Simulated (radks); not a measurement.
Results of a calculation; reference values are marked as such.
Question: Ionisation of the caesium ion Cs37+, [Ar], to Cs38+, [Ne] 3s2 3p5, under several functionals. Scalar-relativistic Kohn-Sham, spin-unpolarised, spherical densities, finite nucleus; a radial shooting solver on a logarithmic mesh with Libxc functionals. Known Delta-SCF values: PBEsol 2714.7 eV; LDA (Slater exchange, Perdew-Wang correlation) 2714.3 eV. What does r2SCAN give, and what is its highest occupied eigenvalue?

Answer: 2719.0 eV by Delta-SCF; the 3p eigenvalue is -2677.5 eV. NIST: 2683 eV (theoretical).

Beside tabulated values, note that spin-unpolarised runs miss the spin-polarisation part of the exchange energy of open shells.
